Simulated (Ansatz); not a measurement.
System: sum formula ZnO$_{2}$H$_{2}$ (charge 0, singlet). SMILES: [OH][Zn][OH]
Structure (B3LYP-D3(BJ)/def2-TZVP (Ansatz, a quantum-chemistry and plane-wave program) minimum search):
```xyz
5

Zn    -0.0001     0.0083     0.0015
O      1.1532     0.1724    -1.3393
H      1.8905     0.7656    -1.1673
O     -1.1515    -0.3325     1.3103
H     -1.9018     0.2678     1.3544
```

Quantity: vertical triplet-singlet gap (E(triplet) - E(singlet); each state is the SCF solution reached for its spin), in kcal/mol. Correlated levels leave the core frozen unless marked. UHF or UKS for open shells. No spin-orbit coupling. Frozen are the shells of the preceding noble gas and the d and f shells that filled before the atom's block. Non-relativistic. 

```csv
level,program,vertical triplet-singlet gap (kcal/mol)
HF/def2-SVPD,Ansatz,106.9
SVWN5/def2-TZVPD,Ansatz,111.7
BHLYP/def2-TZVPD,Ansatz,122.2
wB97M-V/def2-TZVPD,Ansatz,131.3
wB97X-V/def2-TZVPD,Ansatz,132.8
SCS-MP2/def2-SVPD,Ansatz,140.0
```
